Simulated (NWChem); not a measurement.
# C4H7F; SMILES [C@H](C)(C=C)F

```xyz
12

C      0.0186     1.9288     0.2677
C     -0.6059     0.8810    -0.2663
C      0.0078    -0.4764    -0.4235
C     -0.7489    -1.5568     0.3239
F      1.3128    -0.4618     0.0213
H      1.0487     1.8423     0.6224
H     -0.4774     2.8977     0.3625
H     -1.6374     0.9711    -0.6277
H      0.0375    -0.7293    -1.5016
H     -0.2633    -2.5325     0.1780
H     -1.7863    -1.6266    -0.0355
H     -0.7674    -1.3271     1.3995
```
Atoms are numbered in this order, from 1.

Program: NWChem. Coordinates come from a PBE0/def2-SVP optimisation. B3LYP is NWChem's, with the RPA form of VWN correlation.

Problem. Predict the results for B3LYP/def2-TZVP. Quantities: highest occupied level (eV); orbital gap (eV); dipole (D).

Solution. 
- highest occupied level (eV): -7.40
- orbital gap (eV): 7.26
- dipole (D): 1.73
